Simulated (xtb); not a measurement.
CaCl, charge +1, singlet, from a rough starting geometry (GFN-xTB shapes and energies of metal compounds can be far from the true ones); GFN2-xTB (xtb 6.7.1).

Input for xtb:
```
$ xtb mol.xyz --gfn 2 --chrg 1 --opt vtight --json

# file mol.xyz
2

Ca    -0.62621239    -0.67412126    -0.61574680
Cl     0.69228293     0.69224109     0.62622451
```

It wrote (shortened):

```
   ID    Z sym.   atoms
    1   20 Ca     1
    2   17 Cl     2

           -------------------------------------------------
          |                Calculation Setup                |
           -------------------------------------------------

           -------------------------------------------------
          |                 G F N 2 - x T B                 |
           -------------------------------------------------

          ...................................................
          :                      SETUP                      :
          :.................................................:
          :  # basis functions                  20          :
          :  # atomic orbitals                  18          :
          :  # shells                            6          :
          :  # electrons                         8          :
          :  max. iterations                   250          :
          :  Hamiltonian                  GFN2-xTB          :
          :  restarted?                      false          :
          :  GBSA solvation                  false          :
          :  PC potential                    false          :
          :  electronic temp.          300.0000000     K    :
          :  accuracy                    1.0000000          :
          :  -> integral cutoff          0.2500000E+02      :
          :  -> integral neglect         0.1000000E-07      :
          :  -> SCF convergence          0.1000000E-05 Eh   :
          :  -> wf. convergence          0.1000000E-03 e    :
          :  Broyden damping             0.4000000          :
          :  net charge                          1          :
          :  unpaired electrons                  0          :
          ...................................................

 iter      E             dE          RMSdq      gap      omega  full diag
   1      2.1238104  0.212381E+01  0.925E+01    2.97       0.0  T
   2     -3.9186991 -0.604251E+01  0.360E+01   16.95       1.0  T
   3     -4.0591536 -0.140454E+00  0.323E+01   11.95       1.0  T
   4     -4.2974795 -0.238326E+00  0.302E+01    4.48       1.0  T
   5     -4.0658065  0.231673E+00  0.232E+01   11.77       1.0  T
   6     -0.4432684  0.362254E+01  0.802E+01    1.83       1.0  T
   7      0.2549697  0.698238E+00  0.818E+01    2.01       1.0  T
   8      4.9285178  0.467355E+01  0.152E+02    5.67       1.0  T
   9     -2.3924311 -0.732095E+01  0.319E+01    1.22       1.0  T
[...]
         :: total energy              -4.589350896592 Eh    ::
 * total energy  :    -4.5893509 Eh     change       -0.7931433E-12 Eh
 * total energy  :    -4.5895923 Eh     change       -0.2414385E-03 Eh
 * total energy  :    -4.5896406 Eh     change       -0.4823446E-04 Eh
 * total energy  :    -4.5896409 Eh     change       -0.3338917E-06 Eh
 * total energy  :    -4.5896411 Eh     change       -0.1576579E-06 Eh
 * total energy  :    -4.5896411 Eh     change       -0.1702638E-11 Eh
   *** GEOMETRY OPTIMIZATION CONVERGED AFTER 6 ITERATIONS ***
         :: total energy              -4.589641061144 Eh    ::
[...]
        10                         -0.2145519              -5.8383
        11                         -0.2140121              -5.8236
        12                         -0.2094283              -5.6988
        13                         -0.2094283              -5.6988
        14                         -0.1954861              -5.3194
        15                         -0.1954861              -5.3194
       ...                                ...                  ...
        18                          0.1703062               4.6343
      -------------------------------------------------------------
                  HL-Gap            0.0661119 Eh            1.7990 eV
             Fermi-level           -0.6364358 Eh          -17.3183 eV

     #   Z          covCN         q      C6AA      α(0)
     1  20 Ca       0.696     0.794  1262.672   142.727
     2  17 Cl       0.696     0.206    92.877    14.740

 Mol. C6AA /au·bohr⁶  :       1835.480953
 Mol. C8AA /au·bohr⁸  :     231548.708383
 Mol. α(0) /au        :        157.466979

Wiberg/Mayer (AO) data.
largest (>0.10) Wiberg bond orders for each atom

 ---------------------------------------------------------------------------
     #   Z sym  total        # sym  WBO       # sym  WBO       # sym  WBO
 ---------------------------------------------------------------------------
     1  20 Ca   1.711 --     2 Cl   1.711
     2  17 Cl   1.711 --     1 Ca   1.711
 ---------------------------------------------------------------------------

Topologies differ in total number of bonds
Writing topology from bond orders to xtbtopo.mol

molecular dipole:
                 x           y           z       tot (Debye)
 q only:       -0.685      -0.757      -0.694
   full:       -0.943      -1.025      -0.937       4.267
molecular quadrupole (traceless):
                xx          xy          yy          xz          yz          zz
 q only:       -0.038       2.416       0.235       2.202       2.331      -0.197
  q+dip:       -0.037       4.472       0.420       4.073       4.288      -0.382
   full:       -0.051       3.381       0.328       3.081       3.260      -0.277

optimized geometry written to: xtbopt.xyz

           -------------------------------------------------
          | TOTAL ENERGY               -4.589641061144 Eh   |
          | GRADIENT NORM               0.000000002793 Eh/α |
          | HOMO-LUMO GAP               1.798995389004 eV   |
           -------------------------------------------------
```
